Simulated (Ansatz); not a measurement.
Consider the redistribution: `N[SiH2]B(N)O` + `O=[CH][SnH3]` → `NB(O)C=O` + `N[SiH2][SnH3]`.

Program: Ansatz. Geometries: PBE0-D4/def2-TZVP. ΔE: electronic, gas phase. CBS: MP2 limit from def2 TZ/QZ plus the TZ coupled-cluster correction, frozen cores. Functionals use def2-TZVPP. def2 core potentials past Kr. For Sn outer-core shells are correlated without core-valence functions, which leaves a few kJ/mol of doubt a bond. Each species was taken in one conformer, which may not be the lowest.

(1) Is it downhill or uphill in electronic energy at CCSD(T)/CBS, and by how much? (Best estimate.)

(2) What do these levels give: LDA (SPW92), revPBE-D4, BLYP-D4, ωB97M-V, PBE, BLYP, r2SCAN, HF/def2-SVP, CCSD(T)/def2-SVP, CCSD(T)/def2-TZVPP, SCS-MP2/def2-QZVPP, MP2/CBS(def2)? (Estimate.)

Largest T1 diagnostic among the species: 0.016.

## Answers

(1) The calculation gave: Downhill: ΔE = -74.9 kJ/mol.

(2) Ansatz gave: LDA (SPW92) -70.5, revPBE-D4 -61.9, BLYP-D4 -62.4, ωB97M-V -74.2, PBE -64.5, BLYP -62.9, r2SCAN -69.2, HF/def2-SVP -95.2, CCSD(T)/def2-SVP -79.9, CCSD(T)/def2-TZVPP -71.3, SCS-MP2/def2-QZVPP -75.5, MP2/CBS(def2) -78.9 kJ/mol.

In def2-TZVPP, CCSD(T) changes the Hartree–Fock value by +13.1 kJ/mol (the triples alone add +3.2 kJ/mol) and MP2 by +9.1 kJ/mol. From PBE to PBE0 (25 % exact exchange), in def2-TZVPP and without D4, ΔE moves by −8.4 kJ/mol.
